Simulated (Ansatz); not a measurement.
Species: F₃In, SMILES `[In]([F])([F])[F]` (charge 0, multiplicity 1), formula F$_{3}$In.

Task: How many basis functions does Ansatz (an electronic-structure program) with frozen-core CCSD(T)/def2-TZVPP // PBE0-D4/def2-TZVP use, how many core orbitals are frozen, and how many electrons are correlated?

Result: 143 basis functions and 7 frozen orbitals, which leaves 34 correlated electrons (filled d shells below the valence shell are correlated). Core time is of the order of seconds.
